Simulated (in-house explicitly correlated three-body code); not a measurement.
Computed with an exponentially correlated three-body code. Model: two electrons around a point charge, non-relativistic, variational in 260 exponentially correlated functions (energies converged to about 1e-7 hartree, or 1e-8 relative for large Z).

Command:
```bash
python run_hyl.py task.json out
```
Settings (lengths in bohr, energies in hartree):
```
Z                      5
screening              4
interaction_strength   1
functions              260
states_tried           1
```

Run time, properties included: 4.6 s on 1 thread of Intel(R) Xeon(R) 6975P-C (Granite Rapids), with other jobs on the host.

**Ground state only, binding against the one-electron ion.**

Given: nuclear charge 5; Yukawa screening of all interactions 4 1/bohr.

Computed: one-electron threshold -1.11760761 hartree.

```tsv
term	energy (hartree)	binding (eV)
1 1S	-1.84573096	19.813
```

**Converged states only, values per electron or pair (inverse distances are <exp(-kr)/r>).**

```tsv
term	mean r (bohr)	mean r squared (bohr²)	mean inverse r (1/bohr)	mean r12 (bohr)	mean inverse r12 (1/bohr)	mean cosine	mean p1 dot p2 (bohr⁻²)	delta r1 (bohr⁻³)	delta r12 (bohr⁻³)
1 1S	0.58515	0.53065	1.208	0.88989	0.32816	-0.013887	0.12161	15.446	0.88338
```
